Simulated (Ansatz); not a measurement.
sulfuric acid cation (H2O4S), SMILES S(=O)(O)(O)=O (connectivity only; charge and spin as stated), charge +1, multiplicity 2.

Geometry: ωB97X-D3(BJ)/def2-SVP. The spin state was assumed, not searched. One conformer was computed; it need not be the lowest.

Two levels are set side by side: PBE/def2-SVPD (Ansatz, a program for electronic structure) and CAM-B3LYP/def2-SVPD (Ansatz). Energy differences of separate SCF runs at the same geometry; the states with an electron removed or added have multiplicity 3 and 1. Differences are taken from unrounded values.

```json
[
 {"quantity": "vertical ionisation energy (eV)", "CAM-B3LYP": "19.51"},
 {"quantity": "vertical electron affinity (eV)", "CAM-B3LYP": "10.67"}
]
```

Problem. What does PBE give, and how far is it from CAM-B3LYP? (Estimate from the structure and the level; the computed values follow.)

Solution. 
```json
[
 {"quantity": "vertical ionisation energy (eV)", "PBE": "18.66", "PBE minus CAM-B3LYP": "-0.85"},
 {"quantity": "vertical electron affinity (eV)", "PBE": "10.14", "PBE minus CAM-B3LYP": "-0.53"}
]
```
